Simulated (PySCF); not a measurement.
H2ISi, SMILES I[SiH2] (connectivity only; charge and spin as stated), charge +1, multiplicity 1. Atoms are numbered in the order given.

```xyz
4

Si     0.0000     0.0000    -1.7630
I      0.0000     0.0000     0.5600
H      0.0000    -1.2901    -2.4976
H      0.0000     1.2901    -2.4976
```
Charge +1, spin multiplicity 1.

Coordinates come from a PBE-D3(BJ)/def2-TZVP optimisation. The multiplicity is an assumed one; other spin states were not compared. The isomer is the one that the SMILES or the coordinates give; other isomers of the formula were not compared. The def2 effective core potentials stand for the cores of I; spin–orbit coupling is left out.

Method: PBE-D3(BJ)/def2-TZVP in PySCF.

Frequencies are harmonic and unscaled.

Computed normal modes with their intensities:
```csv
mode,ν (cm⁻¹),IR (km/mol),moving atoms (share of kinetic energy)
1,434,42.7,"Si 75 %, I 19 %"
2,531,7.7,H 92 %
3,600,8.9,"H 89 %, Si 11 %"
4,889,116.0,H 95 %
5,2198,0.1,H 98 %
6,2257,0.2,H 95 %
```
